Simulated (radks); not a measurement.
Task: The argon ion Ar+, 17 electrons, occupied as [Ne] 3s2 3p5. Calculated with a radial shooting solver on a logarithmic mesh with Libxc functionals: scalar-relativistic Kohn-Sham, PBE, spin-polarised, spherical densities, finite nucleus; open shells are filled with parallel spins first; Fermi nuclear charge, rms radius 3.4274 fm. Some entries of the table are withheld. Estimate them.

orbital,occ.,eigenvalue (eV),<1/r> (bohr^-1)
1s up,1,-3134.601,17.69
1s down,1,-3134.396,17.69
2s up,1,-310.9395,(1)
2s down,1,-310.7599,(2)
2p up,3,-243.9105,3.454
2p down,3,-243.6504,3.454
3s up,1,-37.2213,1.015
3s down,1,-36.0884,1.013
3p up,3,-22.6053,0.8807
3p down,2,-21.5537,0.8746

Result: 
(1) 2s up <1/r> (bohr^-1): 3.554
(2) 2s down <1/r> (bohr^-1): 3.553
